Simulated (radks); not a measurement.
Problem. The mercury ion Hg2+, [Xe] 4f14 5d10. Method: non-relativistic Kohn-Sham, exchange-only LDA, spin-polarised, spherical densities, point nucleus; computed with a radial shooting solver on a logarithmic mesh with Libxc functionals. Every spin shell is full or empty, so the densities are truly spherical. Functionals are evaluated on that one density, not self-consistently. Rank these exchange functionals by their error against the exact value of the orbitals, and give that value: LDA, B88, PW91, PW86, AM05, SOGGA, G96, TPSS, revTPSS, SCAN, r2SCAN, MS2, Tao-Mo, TASK.

Solution. Exact: -344.573 hartree. From best to worst, with 100 (|E| - |E exact|)/|E exact| (equal figures are ties): PW91 +0.05, SCAN +0.06, B88 +0.08, r2SCAN -0.17, PW86 -0.38, TPSS -0.42, G96 +0.48, MS2 -0.66, Tao-Mo -0.82, revTPSS -0.89, SOGGA -1.79, TASK -1.81, AM05 -3.59, LDA -3.79.
